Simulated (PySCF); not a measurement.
**Radial density of N⁺ (nitrogen, charge +1)**

B97-3, [He] 2s1 2p3, high-spin 5S determinant (an excited configuration). Computed with PySCF 2.14 in x2c-QZVPPall (7s4p3d2f1g, 57 functions), with the spin-free X2C one-electron Hamiltonian (Gaussian nucleus).

```
r (bohr)  4πr²ρ (e/bohr)  4πr²(ρα − ρβ)
 0.00425         0.04524         0.0012
 0.00715          0.1216         0.0033
  0.0120          0.3183         0.0087
  0.0202          0.7975         0.0219
  0.0340           1.851         0.0506
  0.0573           3.779         0.1031
  0.0963           6.233         0.1708
   0.162           7.252         0.2255
   0.273           4.981         0.4035
   0.458           2.493         1.3272
   0.771           2.952         2.8892
    1.30           2.517         2.5166
    2.18          0.6140         0.6140
    3.67         0.02370         0.0237
    6.17       7.094e-05         0.0001
```

Densities and radii are taken from the X2C orbitals without a picture-change correction, which distorts them close to the nucleus.
